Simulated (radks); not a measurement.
Q: The rhenium ion Re+, [Xe] 4f14 5d5 6s1. Method: non-relativistic Kohn-Sham, exchange-only PBE, spin-polarised, spherical densities, point nucleus; computed with a radial shooting solver on a logarithmic mesh with Libxc functionals. Every spin shell is full or empty, so the densities are truly spherical. Functionals are evaluated on that one density, not self-consistently. Rank these exchange functionals by their error against the exact value of the orbitals, and give that value: LDA, B88, revPBE, RPBE, PW91, PW86, WC, B86b, EV93, APBE, TPSS, revTPSS, r2SCAN, MS2, TASK.

A: Exact: -309.780 hartree. From best to worst, with 100 (|E| - |E exact|)/|E exact| (equal figures are ties): r2SCAN -0.09, B86b +0.11, RPBE -0.12, revPBE -0.15, PW91 +0.15, B88 +0.17, PW86 -0.26, TPSS -0.31, APBE +0.36, EV93 -0.39, WC -0.54, MS2 -0.57, revTPSS -0.81, TASK -1.80, LDA -3.82.
